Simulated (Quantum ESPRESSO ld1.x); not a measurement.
Results of a calculation; reference values are marked as such.
Q: These are the eigenvalues of the occupied orbitals of an atom or ion with whole-number occupations (hartree). Code: ld1.x of Quantum ESPRESSO 7.5. Model: Dirac Kohn-Sham, PBE, spin-unpolarised, spherical densities, point nucleus.

orbital  eigenvalue
1s1/2    -3264.3364
2s1/2     -608.6392
2p1/2     -585.6709
2p3/2     -505.1621
3s1/2     -169.1897
3p1/2     -158.8653
3p3/2     -140.8299
3d3/2     -123.9318
3d5/2     -120.0914
4s1/2      -60.2782
4p1/2      -55.7809
4p3/2      -51.0469
4d3/2      -43.7279
4d5/2      -42.8016
4f5/2      -33.4072
4f7/2      -33.1712

Which element is it, and in what charge state? The configuration may be excited. Open shells, if any, fill j = l - 1/2 first.

A: Z = 82, lead, charge +27: Pb27+ in [Kr] 4d10 4f9. The list shows which subshells hold electrons but not how many an open one holds; the 1s level, -3264.3 hartree, gives Z - s = 80.8 by -(Z - s)^2/2, which with screening and relativity narrows Z to a few neighbours, and the depths of the outer levels then fix element, charge and occupations together.
